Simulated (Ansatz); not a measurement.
Program: Ansatz. Geometries: PBE0-D4/def2-TZVP. ΔE: electronic, gas phase. CCSD(T)/CBS is the MP2 limit (def2-TZVPP, def2-QZVPP) plus CCSD(T) − MP2 in def2-TZVPP, frozen cores. This one scheme is used for every species, atoms too. DFT in def2-TZVPP. B3LYP here is the variant with VWN-RPA as its local correlation; programs differ in this. HSE06 is defined as in plane-wave codes. Open shells (•) are unrestricted, without spin–orbit coupling. For Ga outer-core shells are correlated without core-valence functions, so the limit isn't a true one: a few kJ/mol of doubt a bond, and 10 to 20 or more in all where bonds break to atoms. Scalar relativity is left out up to krypton.

`[F][GaH2]` → `[F][GaH]`• + H•  (homolysis of the Ga–H bond)

`[F][GaH2]`:

Z-matrix (Å, degrees):
```
Ga
F 1 1.759
H 1 1.555 2 113.8
H 1 1.555 2 113.8 3 -180.0
```

`[F][GaH]`•:

Z-matrix (Å, degrees):
```
Ga
F 1 1.767
H 1 1.610 2 114.1
```

```json
{"level": "LDA (SPW92)", "ΔE (kJ/mol)": "367.5", "difference from CCSD(T)/CBS": "6.9"}
{"level": "PBE-D4", "ΔE (kJ/mol)": "327.7", "difference from CCSD(T)/CBS": "-32.9"}
{"level": "revPBE-D4", "ΔE (kJ/mol)": "324.1", "difference from CCSD(T)/CBS": "-36.5"}
{"level": "BLYP-D4", "ΔE (kJ/mol)": "330.7", "difference from CCSD(T)/CBS": "-29.9"}
{"level": "r2SCAN-D4", "ΔE (kJ/mol)": "335.9", "difference from CCSD(T)/CBS": "-24.7"}
{"level": "B97M-V", "ΔE (kJ/mol)": "354.0", "difference from CCSD(T)/CBS": "-6.6"}
{"level": "PBE0-D4", "ΔE (kJ/mol)": "333.8", "difference from CCSD(T)/CBS": "-26.8"}
{"level": "B3LYP-D4", "ΔE (kJ/mol)": "340.9", "difference from CCSD(T)/CBS": "-19.7"}
{"level": "r2SCANh-D4", "ΔE (kJ/mol)": "336.6", "difference from CCSD(T)/CBS": "-24.0"}
{"level": "r2SCAN0-D4", "ΔE (kJ/mol)": "337.7", "difference from CCSD(T)/CBS": "-22.9"}
{"level": "HSE06-D4", "ΔE (kJ/mol)": "333.6", "difference from CCSD(T)/CBS": "-27.0"}
{"level": "BHLYP-D4", "ΔE (kJ/mol)": "344.3", "difference from CCSD(T)/CBS": "-16.3"}
{"level": "CAM-B3LYP-D4", "ΔE (kJ/mol)": "347.4", "difference from CCSD(T)/CBS": "-13.2"}
{"level": "ωB97X-V", "ΔE (kJ/mol)": "353.6", "difference from CCSD(T)/CBS": "-7.0"}
{"level": "ωB97M-V", "ΔE (kJ/mol)": "347.5", "difference from CCSD(T)/CBS": "-13.1"}
{"level": "B2PLYP", "ΔE (kJ/mol)": "342.9", "difference from CCSD(T)/CBS": "-17.7"}
{"level": "PBE-QIDH", "ΔE (kJ/mol)": "343.0", "difference from CCSD(T)/CBS": "-17.6"}
{"level": "revPBE", "ΔE (kJ/mol)": "320.4", "difference from CCSD(T)/CBS": "-40.2"}
{"level": "BLYP", "ΔE (kJ/mol)": "328.0", "difference from CCSD(T)/CBS": "-32.6"}
{"level": "B3LYP", "ΔE (kJ/mol)": "339.0", "difference from CCSD(T)/CBS": "-21.6"}
{"level": "r2SCANh", "ΔE (kJ/mol)": "336.3", "difference from CCSD(T)/CBS": "-24.3"}
{"level": "r2SCAN0", "ΔE (kJ/mol)": "337.4", "difference from CCSD(T)/CBS": "-23.2"}
{"level": "HSE06", "ΔE (kJ/mol)": "332.7", "difference from CCSD(T)/CBS": "-27.9"}
{"level": "BHLYP", "ΔE (kJ/mol)": "342.9", "difference from CCSD(T)/CBS": "-17.7"}
{"level": "CAM-B3LYP", "ΔE (kJ/mol)": "346.4", "difference from CCSD(T)/CBS": "-14.2"}
{"level": "LC-ωPBE", "ΔE (kJ/mol)": "342.3", "difference from CCSD(T)/CBS": "-18.3"}
{"level": "HF/def2-SVP", "ΔE (kJ/mol)": "271.5", "difference from CCSD(T)/CBS": "-89.1"}
{"level": "MP2/def2-SVP", "ΔE (kJ/mol)": "331.5", "difference from CCSD(T)/CBS": "-29.1"}
{"level": "CCSD/def2-SVP", "ΔE (kJ/mol)": "341.9", "difference from CCSD(T)/CBS": "-18.7"}
{"level": "CCSD(T)/def2-SVP", "ΔE (kJ/mol)": "341.6", "difference from CCSD(T)/CBS": "-19.0"}
{"level": "MP2/def2-TZVPP", "ΔE (kJ/mol)": "342.7", "difference from CCSD(T)/CBS": "-17.9"}
{"level": "SCS-MP2/def2-TZVPP", "ΔE (kJ/mol)": "353.5", "difference from CCSD(T)/CBS": "-7.1"}
{"level": "CCSD/def2-TZVPP", "ΔE (kJ/mol)": "352.4", "difference from CCSD(T)/CBS": "-8.2"}
{"level": "CCSD(T)/def2-TZVPP", "ΔE (kJ/mol)": "352.4", "difference from CCSD(T)/CBS": "-8.2"}
{"level": "HF/def2-QZVPP", "ΔE (kJ/mol)": "267.5", "difference from CCSD(T)/CBS": "-93.1"}
{"level": "SCS-MP2/def2-QZVPP", "ΔE (kJ/mol)": "358.9", "difference from CCSD(T)/CBS": "-1.7"}
{"level": "CCSD/def2-QZVPP", "ΔE (kJ/mol)": "354.6", "difference from CCSD(T)/CBS": "-6.0"}
{"level": "CCSD(T)/def2-QZVPP", "ΔE (kJ/mol)": "355.0", "difference from CCSD(T)/CBS": "-5.6"}
{"level": "HF/CBS(def2)", "ΔE (kJ/mol)": "267.5", "difference from CCSD(T)/CBS": "-93.1"}
{"level": "CCSD/CBS(def2)", "ΔE (kJ/mol)": "360.5", "difference from CCSD(T)/CBS": "-0.1"}
{"level": "CCSD(T)/CBS", "ΔE (kJ/mol)": "360.6", "difference from CCSD(T)/CBS": "0"}
```

(1) What do rigid-rotor, harmonic-oscillator terms from PBE0-D4/def2-TZVP frequencies (298.15 K, 1 bar) make of the CCSD(T)/CBS value? (An estimate is asked.)

Largest T1 diagnostic among the species: 0.017.

Answers

(1) The calculation gave: ΔZPE = -22.2 kJ/mol, ΔH = +343.9 kJ/mol, ΔS = 120 J/(mol·K), ΔG = +308.0 kJ/mol. Open shells count their whole term as degenerate.

In def2-TZVPP, CCSD(T) changes the Hartree–Fock value by +84.9 kJ/mol (the triples alone add +0.0 kJ/mol) and MP2 by +75.1 kJ/mol; breaking electron pairs costs correlation energy, which Hartree–Fock lacks. At CCSD(T), def2-SVP lies −19.0 kJ/mol from the extrapolated value and def2-TZVPP −8.2 kJ/mol: correlation converges slowly with the basis, and small sets miss more of it in the bonded molecule than in its fragments.
